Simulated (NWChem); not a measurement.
Molecule: C$_{3}$HBrF$_{2}$; SMILES FC(F)=C=CBr

Program: NWChem. Pople sets run with spherical d functions. All runs use the structure optimised with PBE0/def2-SVP. B3LYP is NWChem's, with the RPA form of VWN correlation. Field at 589 nm.

For level B3LYP/6-31G*:

- anisotropy (bohr³): 62.9

**Question.** What are these values for level B3LYP/def2-SVP?

**Answer.** 
| Item | Result |
|---|---|
| anisotropy (bohr³) | 60.2 |
